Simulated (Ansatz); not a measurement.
Total energies of `[C-]#[N+]C12CC3C4CC5CC3C(C1)C(C5)C4C2` from Ansatz at PBE-D4/def2-TZVP, gas phase (1 Eh = 27.2114 eV = 2625.5 kJ/mol). The reference geometry is relaxed at PBE-D4/def2-SVP.

| state | geometry | energy (Eh) |
| --- | --- | --- |
| charge 0 singlet | reference | -637.20856 |
| charge 1 doublet | reference | -636.88242 |
| charge -1 doublet | reference | -637.16793 |
| free C atom (triplet) | – | -37.79597 |
| free N atom (quartet) | – | -54.53214 |
| free H atom (doublet) | – | -0.49962 |

Single mean-field runs in def2-TZVP are fitted with def2-universal-jkfit.

**Question.** Work out the vertical ionisation energy to the doublet.

**Answer.** E(charge 1 doublet) − E(charge 0 singlet) = -636.88242 − (-637.20856) = 0.32614 Eh = 8.87 eV. For comparison, −ε of the highest occupied level is 6.72 eV at this level, 2.15 eV less.

**Question.** Work out the vertical electron affinity, to the doublet.

**Answer.** E(charge 0 singlet) − E(charge -1 doublet) = -637.20856 − (-637.16793) = -0.04063 Eh = -1.11 eV; negative, so the extra electron isn't bound. The basis lacks diffuse functions, which makes affinities too small.

**Question.** Give the fundamental gap IE − EA, the Mulliken electronegativity (IE + EA)/2 and the hardness (IE − EA)/2.

**Answer.** From the values in Eh: IE − EA = 0.32614 − (-0.04063) = 0.36677 Eh = 9.98 eV; (IE + EA)/2 = 3.88 eV; (IE − EA)/2 = 4.99 eV. The HOMO–LUMO gap of the same run is 6.34 eV, 3.64 eV smaller than the fundamental gap.

**Question.** What is the binding energy per atom against free atoms?

**Answer.** Atoms: 15 × (-37.79597) + 1 × (-54.53214) + 19 × (-0.49962) = -630.96447 Eh. Binding: -630.96447 − (-637.20856) = 6.24409 Eh = 169.91 eV, or 4.85 eV for each of 35 atoms (no zero-point energy, no counterpoise term).

At PBE-D4/def2-TZVP the gap within one spin of the charge 1 doublet nearly closes, so an electron or hole may be smeared out by delocalisation error. At PBE-D4/def2-TZVP the gap within one spin of the charge -1 doublet nearly closes, so an electron or hole may be smeared out by delocalisation error. At PBE-D4/def2-TZVP the highest occupied level of the charge -1 doublet lies above zero (up to 2.73 eV). By energy differences it is unbound by 1.11 eV (vertical, to the charge 0 singlet, at PBE-D4/def2-TZVP) and held by the finite basis.
